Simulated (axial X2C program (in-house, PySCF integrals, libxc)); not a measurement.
**Low determinants of CuSn at the PBE0 level, with spin–orbit coupling**

All values were computed with an in-house relativistic program for diatomic molecules. Two-component (2c) means X2C with spin–orbit coupling and atomic mean-field two-electron Coulomb and Gaunt terms. Basis: Sn dyall-v3z [11s12p9d1f], Cu dyall-v3z [9s9p6d3f2g] (cores contracted in-house); Gaussian nuclei, density fitting, unrestricted open shells. Masses: Sn 119.902 u, Cu 62.930 u.

Search at 2.520 Å (vertical energies from the lowest determinant):

```csv
ΔE (eV),state,electrons beyond evenly filled partner blocks,"electrons in ±ω = 1/2, 3/2, 5/2, 7/2"
0.00,Ω = 1/2,ω = 1/2,51 22 6 0
0.26,Ω = 3/2,ω = 3/2,50 23 6 0
1.30,Ω = 1/2,"2 × ω = -1/2, ω = 3/2",50 23 6 0
1.75,Ω = 5/2,"2 × ω = 1/2, ω = 3/2",50 23 6 0
2.03,Ω = 1/2,ω = 1/2,49 24 6 0
2.39,Ω = 3/2,3 × ω = 1/2,51 22 6 0
2.75,Ω = 5/2,"ω = -1/2, 2 × ω = 3/2",51 22 6 0
```

Lowest determinant, Ω = 1/2 (⟨Sz⟩ = -0.49, ⟨Lz⟩ = 0.99 at PBE0): Re = 2.466 Å, ωe = 212.3 cm⁻¹.

The determinant in row 2 of the search, Ω = 3/2 (⟨Sz⟩ = 0.52, ⟨Lz⟩ = 0.98 at PBE0), was followed along the bond at PBE0; measured from the minimum of the lowest determinant it gives:

Te = 0.256 eV (2066 cm⁻¹), Re = 2.459 Å, ωe = 214.4 cm⁻¹.

Compare the bond of the determinant in row 2 with that of the lowest one.

At PBE0 its Re is 0.007 Å shorter and its force constant, which goes as ωe², is 1.02 times that of the lowest determinant. T0 ≈ Te + Δωe/2 = 2066 + (1) = 2067 cm⁻¹.

The search compares states at one distance, so a state with another bond length can lie lower; it is not exhaustive and yields mostly the lowest determinant of each block pattern, so other components and higher states of one pattern are missing. These are energies of single determinants, not of spin-adapted states; PBE0 term energies can be off by some tenths of an eV, and the functional has no current term.
